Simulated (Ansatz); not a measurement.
H4N2Si, SMILES `N[Si]N` (lower singlet) (charge 0, multiplicity 1). This singlet lies 2.50 eV below the relaxed triplet at the level frozen-core CCSD(T)/cc-pVTZ // PBE0-D3(BJ)/def2-TZVP (Ansatz, a program for electronic structure).

Z-matrix (Å, degrees):
```
Si
N 1 1.7162
H 2 1.0065 1 120.28
H 2 1.0093 3 111.96 1 -179.99
N 1 1.7162 2 100.13 3 -179.99
H 5 1.0065 1 120.28 2 179.99
H 5 1.0093 6 111.96 1 179.99
```
Charge 0, multiplicity 1.

**Question.** Give the natural occupations of the active orbitals, the CASSCF energy and the corrected energy for frozen-core fic-MRCISD+Q@CASSCF(2e,2o)/cc-pVTZ // PBE0-D3(BJ)/def2-TZVP in Ansatz.

**Answer.** 
```json
{
  "natural_occupations": "1.94, 0.06",
  "CASSCF energy": "-400.2733 Ha",
  "corrected_energy": "-400.8180 Ha",
  "weight_of_the_reference": "0.882"
}
```
